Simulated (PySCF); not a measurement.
SMILES COB(OC)C(C)C, GFN2-xTB optimised geometry.

```
21

B     -0.18    -0.52     0.00
O      1.19    -0.52     0.00
C      1.98    -1.68     0.00
H      1.75    -2.32    -0.86
H      3.02    -1.35    -0.07
H      1.84    -2.25     0.92
O     -0.80     0.68     0.00
C     -0.09     1.89     0.00
H      0.54     1.97    -0.89
H     -0.82     2.70     0.02
H      0.56     1.96     0.88
C     -1.11    -1.84    -0.04
C     -1.45    -2.19    -1.49
C     -2.40    -1.66     0.76
H     -0.57    -2.70     0.38
H     -2.06    -3.09    -1.54
H     -2.01    -1.38    -1.95
H     -0.55    -2.36    -2.08
H     -2.17    -1.48     1.81
H     -3.02    -2.55     0.69
H     -2.95    -0.81     0.38
```

Density from PySCF with PBE0/def2-SVP at that geometry.

Minimum of the electron density along straight lines between bonded atoms, close to the bond critical point (lines longer than 1.1 times the sum of covalent radii, or with two minima, are not listed):

```tsv
bond	length / Å	ρ at the minimum / e bohr⁻³	∇²ρ there / e bohr⁻⁵	position (fraction from the first atom)
B1–O2	1.363	0.198	1.10	0.33
O2–C3	1.404	0.256	-0.35	0.66
C3–H4	1.093	0.281	-1.06	0.63
C3–H5	1.091	0.283	-1.09	0.64
C3–H6	1.094	0.281	-1.06	0.63
B1–O7	1.351	0.206	1.17	0.33
O7–C8	1.410	0.253	-0.36	0.66
C8–H9	1.092	0.281	-1.07	0.64
C8–H10	1.090	0.283	-1.09	0.64
C8–H11	1.092	0.282	-1.07	0.64
B1–C12	1.613	0.178	-0.27	0.33
C12–C13	1.536	0.235	-0.51	0.50
C12–C14	1.531	0.239	-0.53	0.50
C12–H15	1.096	0.270	-0.93	0.61
C13–H16	1.089	0.275	-1.00	0.62
C13–H17	1.087	0.277	-1.02	0.62
C13–H18	1.088	0.275	-0.99	0.62
C14–H19	1.087	0.276	-1.00	0.62
C14–H20	1.089	0.275	-0.99	0.62
C14–H21	1.086	0.278	-1.03	0.63
```
